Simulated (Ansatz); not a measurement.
CH6BClOSn. Charge 0, multiplicity 1. Sn: def2 effective core potential. The bonds changed during the relaxation, so this is another structure than the one it started from. The structure was optimised at the PBE0-D4/def2-TZVP level. It is one conformer, not always the lowest.

```xyz
11

B     0.948    1.523   -1.238
C     0.605    0.479   -0.124
Cl    0.633   -0.081   -2.336
O    -0.536    0.384    0.450
Sn   -1.212   -1.313    1.341
H     2.106    1.823   -1.322
H     0.108    2.345   -1.464
H     1.355   -0.276    0.159
H     0.218   -2.193    1.604
H    -1.962   -0.720    2.740
H    -2.264   -1.971    0.191
```

**Question.** What is the dipole moment at B3LYP/def2-TZVPP? (Estimate.)

**Answer.** Ansatz gave: 6.98 D, with components (-2.26, -3.97, 5.28) D in this frame, pointing from negative to positive charge.

**Question.** And with PBE, r2SCAN, ωB97M-V? (An estimate is asked.)

**Answer.** Ansatz gave: PBE 6.71 D, r2SCAN 6.87 D, ωB97M-V 7.25 D.

**Question.** Give the Mulliken charges with B3LYP, ωB97M-V, r2SCAN in def2-TZVPP. (Best estimate.)

**Answer.** Computed: 
| atom | B3LYP | ωB97M-V | r2SCAN |
| --- | --- | --- | --- |
| B1 | -0.14 | -0.28 | -0.07 |
| C2 | 0.15 | 0.14 | 0.18 |
| Cl3 | -0.27 | -0.22 | -0.25 |
| O4 | -0.39 | -0.40 | -0.40 |
| Sn5 | 0.77 | 0.65 | 0.74 |
| H6 | -0.01 | 0.04 | -0.03 |
| H7 | 0.00 | 0.05 | -0.03 |
| H8 | 0.13 | 0.15 | 0.10 |
| H9 | -0.09 | -0.04 | -0.08 |
| H10 | -0.09 | -0.05 | -0.08 |
| H11 | -0.07 | -0.03 | -0.07 |

B3LYP here is the variant with VWN-RPA as its local correlation; programs differ in this.
